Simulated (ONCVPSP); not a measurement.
**Varying the ONCV potential for thallium**

Base potential:

| Property | Result |
| --- | --- |
| Element | Tl (Z = 81) |
| Generator | ONCVPSP 4.0.1 |
| Type | optimised norm-conserving Vanderbilt (ONCV) |
| Functional | PBE |
| Relativity | scalar-relativistic |
| Frozen core | [Kr] 4d10 4f14 |
| Valence charge | 21 |
| Reference configuration | 5s2 5p6 5d10 6s2 6p1 |
| Partial waves | 5s+6s: rc 1.20 bohr, ncon 3, nbas 6, qcut 7.7 1/bohr, 2 projectors; 5p+6p: rc 1.65 bohr, ncon 4, nbas 8, qcut 7.9 1/bohr, 2 projectors; 5d: rc 2.10 bohr, ncon 4, nbas 8, qcut 6.5 1/bohr, 1 projector |
| Local potential | polynomial inside 1.00 bohr (lpopt 5, dvloc0 3 Ha) |
| Core correction | Teter function, fcfact 3.25, rcfact 1.75 |

All-electron outer shells of the reference configuration (PBE, scalar-relativistic, ld1.x):

```csv
shell,level (eV),outermost node (bohr),outermost maximum (bohr)
4d,-375.02,0.19,0.39
5s,-131.00,0.46,0.80
4f,-114.03,–,0.36
5p,-76.10,0.50,0.91
5d,-15.49,0.53,1.11
6s,-9.55,1.04,2.08
6p,-2.37,1.23,2.91
```

Cutoffs, loose and tight: the cutoffs (Ha) at which the residual kinetic energy of the hardest occupied pseudo-wave falls to 1 and 0.1 mHa per electron. They do not see the model core or the augmentation charge, which bear on the density cutoff. Test errors are all-electron minus pseudo excitation energies from the reference, over the configurations 5s2 5p6 5d10 6s2 6p0; 5s2 5p6 5d10 6s1 6p0; 5s2 5p6 5d10 6s0 6p0; 5s2 5p6 5d10 6s1 6p2. A dash means not determined; rows that change the core or the reference have their own tests. The largest error is taken over the tests solved by every variant that gives reliable tests at all: 5s2 5p6 5d10 6s1 6p0; 5s2 5p6 5d10 6s1 6p2; 5s2 5p6 5d10 6s2 6p0.

A true bound ghost makes a file unfit for plane-wave use even where its test errors are small: the radial tests pick states by their node count and pass the ghost by.

| change | outcome | cutoff, loose | cutoff, tight | bound ghosts | GHOST(+) flags above zero | largest test error (meV) |
| --- | --- | --- | --- | --- | --- | --- |
| base | generated | 30 Ha | 77 Ha | none | s | -17 |
| p: nbas 7 | generated | 30 Ha | 77 Ha | none | s | -17 |
| local potential polynomial inside 1.15 bohr (lpopt 5, dvloc0 0 Ha) | generated | 30 Ha | 77 Ha | none | s | -17 |
| all radii but the core radius scaled by about 1.13 (s 1.36, p 1.86, d 2.38 bohr); local potential polynomial inside 1.14 bohr (lpopt 5, dvloc0 3 Ha) | generated | 25 Ha | 31 Ha | none | s | -22 |
| core [Xe] 4f14, valence charge 13; reference 5d10 6s2 6p1; waves now 6s: rc 1.65 bohr, ncon 3, nbas 8, qcut 3.1 1/bohr, 1 projector; 6p: rc 2.40 bohr, ncon 3, nbas 6, qcut 3.6 1/bohr, 2 projectors, debl 0.6 Ha; 5d: rc 1.90 bohr, ncon 4, nbas 9, qcut 7.8 1/bohr, 2 projectors, debl 3.9 Ha; local potential polynomial inside 1.25 bohr (lpopt 5, dvloc0 4 Ha) | generated | 29 Ha | 79 Ha | s | p | -124 over the solved tests; 2 of 4 tests not solved or not reliable |
| core correction Teter function, fcfact 7.7, rcfact 1.75 | generated | 30 Ha | 77 Ha | none | s | -23 |

(1) What comes out with this change to the base: s: rc 1.34?

(2) What comes out with this change to the base: core correction Teter function, fcfact 3.25, rcfact 2.08?

(3) What comes out with this change to the base: s: qcut 7.2; p: qcut 7.4; d: qcut 6.1?

## Answers

(1) outcome: generated; cutoff, loose: 25 Ha; cutoff, tight: 32 Ha; bound ghosts: none; GHOST(+) flags above zero: s; largest test error (meV): -18.

(2) outcome: generated; cutoff, loose: 30 Ha; cutoff, tight: 77 Ha; bound ghosts: none; GHOST(+) flags above zero: s; largest test error (meV): -48.

(3) outcome: generated; cutoff, loose: 40 Ha; cutoff, tight: 99 Ha; bound ghosts: none; GHOST(+) flags above zero: s; largest test error (meV): -18.
